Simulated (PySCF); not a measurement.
SMILES F[Si](F)(F)[SiH2][Si](F)(F)F, GFN2-xTB optimised geometry.

```
11

F      3.68     0.42    -2.14
Si     2.17    -0.07    -2.10
F      1.46     0.89    -3.15
F      2.23    -1.46    -2.87
Si     1.25    -0.11     0.00
Si    -1.03    -0.11     0.00
F     -1.74    -0.85    -1.22
F     -1.73     1.31     0.00
F     -1.69    -0.82     1.26
H      1.74    -1.31     0.71
H      1.74     1.05     0.76
```

Density from PySCF with PBE0/def2-TZVP at that geometry.

Minimum of the electron density along straight lines between bonded atoms, close to the bond critical point (lines longer than 1.1 times the sum of covalent radii, or with two minima, are not listed):

```json
[
 {"bond": "F1–Si2", "length / Å": "1.588", "ρ at the minimum / e bohr⁻³": "0.144", "∇²ρ there / e bohr⁻⁵": "1.04", "position (fraction from the first atom)": "0.58"},
 {"bond": "Si2–F3", "length / Å": "1.589", "ρ at the minimum / e bohr⁻³": "0.144", "∇²ρ there / e bohr⁻⁵": "1.04", "position (fraction from the first atom)": "0.42"},
 {"bond": "Si2–F4", "length / Å": "1.588", "ρ at the minimum / e bohr⁻³": "0.144", "∇²ρ there / e bohr⁻⁵": "1.04", "position (fraction from the first atom)": "0.42"},
 {"bond": "Si2–Si5", "length / Å": "2.287", "ρ at the minimum / e bohr⁻³": "0.100", "∇²ρ there / e bohr⁻⁵": "-0.09", "position (fraction from the first atom)": "0.64"},
 {"bond": "Si5–Si6", "length / Å": "2.287", "ρ at the minimum / e bohr⁻³": "0.100", "∇²ρ there / e bohr⁻⁵": "-0.09", "position (fraction from the first atom)": "0.36"},
 {"bond": "Si6–F7", "length / Å": "1.589", "ρ at the minimum / e bohr⁻³": "0.144", "∇²ρ there / e bohr⁻⁵": "1.04", "position (fraction from the first atom)": "0.42"},
 {"bond": "Si6–F8", "length / Å": "1.588", "ρ at the minimum / e bohr⁻³": "0.144", "∇²ρ there / e bohr⁻⁵": "1.04", "position (fraction from the first atom)": "0.42"},
 {"bond": "Si6–F9", "length / Å": "1.588", "ρ at the minimum / e bohr⁻³": "0.144", "∇²ρ there / e bohr⁻⁵": "1.04", "position (fraction from the first atom)": "0.42"},
 {"bond": "Si5–H10", "length / Å": "1.475", "ρ at the minimum / e bohr⁻³": "0.122", "∇²ρ there / e bohr⁻⁵": "0.18", "position (fraction from the first atom)": "0.49"},
 {"bond": "Si5–H11", "length / Å": "1.475", "ρ at the minimum / e bohr⁻³": "0.122", "∇²ρ there / e bohr⁻⁵": "0.18", "position (fraction from the first atom)": "0.49"}
]
```
